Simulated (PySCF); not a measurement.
Basis-set dependence of excited states

Compound: C₅H₈Si.
SMILES with atom numbers: `[CH:1]#[C:2][SiH:3]1[CH2:4][CH2:5][CH2:6]1` (hydrogens: H7 on C1; H8 on Si3; H9, H10 on C4; H11, H12 on C5; H13, H14 on C6)

TDDFT with PBE0 (PySCF), vertical singlets, core orbitals frozen in the response, spherical d and f functions. The structure is a single PBE0-D3(BJ)/def2-SVP conformer in the gas phase; no vibrational or solvent corrections.

Problem. Compare 6-31G*, def2-SVP, 6-31+G*, def2-SVPD, aug-cc-pVDZ, def2-TZVP and def2-TZVPD for this molecule.

Solution. 

```json
{"basis": "6-31G*", "functions": "104", "diffuse": "no", "S1 (eV)": "5.77", "S2 (eV)": "6.13", "S3 (eV)": "6.28", "S4 (eV)": "6.84", "S5 (eV)": "7.30", "LUMO (eV)": "0.01", "α (au)": "69.7"}
{"basis": "def2-SVP", "functions": "128", "diffuse": "no", "S1 (eV)": "5.79", "S2 (eV)": "6.13", "S3 (eV)": "6.25", "S4 (eV)": "6.84", "S5 (eV)": "7.29", "LUMO (eV)": "-0.18", "α (au)": "72.9"}
{"basis": "6-31+G*", "functions": "128", "diffuse": "yes", "S1 (eV)": "5.69", "S2 (eV)": "6.01", "S3 (eV)": "6.14", "S4 (eV)": "6.66", "S5 (eV)": "6.87", "LUMO (eV)": "-0.40", "α (au)": "78.3"}
{"basis": "def2-SVPD", "functions": "188", "diffuse": "yes", "S1 (eV)": "5.72", "S2 (eV)": "6.05", "S3 (eV)": "6.17", "S4 (eV)": "6.71", "S5 (eV)": "7.05", "LUMO (eV)": "-0.38", "α (au)": "83.2"}
{"basis": "aug-cc-pVDZ", "functions": "214", "diffuse": "yes", "S1 (eV)": "5.67", "S2 (eV)": "6.00", "S3 (eV)": "6.12", "S4 (eV)": "6.65", "S5 (eV)": "6.75", "LUMO (eV)": "-0.43", "α (au)": "85.2"}
{"basis": "def2-TZVP", "functions": "240", "diffuse": "no", "S1 (eV)": "5.66", "S2 (eV)": "5.99", "S3 (eV)": "6.13", "S4 (eV)": "6.63", "S5 (eV)": "7.02", "LUMO (eV)": "-0.40", "α (au)": "81.0"}
{"basis": "def2-TZVPD", "functions": "300", "diffuse": "yes", "S1 (eV)": "5.63", "S2 (eV)": "5.96", "S3 (eV)": "6.09", "S4 (eV)": "6.58", "S5 (eV)": "6.86", "LUMO (eV)": "-0.48", "α (au)": "85.0"}
```

States are compared by their number. Against the largest diffuse basis here (def2-TZVPD, itself not a converged limit), sets without diffuse functions differ by up to 0.16 eV in S1 and 0.44 eV in S5; the smaller diffuse sets differ by up to 0.09 and 0.19 eV. State by state, the largest deviation of a set without diffuse functions is S1 0.16, S2 0.18, S3 0.18, S4 0.26, S5 0.44 eV. The same number needn't mean the same state in each row. Against def2-TZVPD the polarisability deviates by -18% in 6-31G*, -14% in def2-SVP, -8% in 6-31+G*, -2% in def2-SVPD, 0% in aug-cc-pVDZ, -5% in def2-TZVP. A single + in a Pople set puts diffuse functions on heavy atoms only.
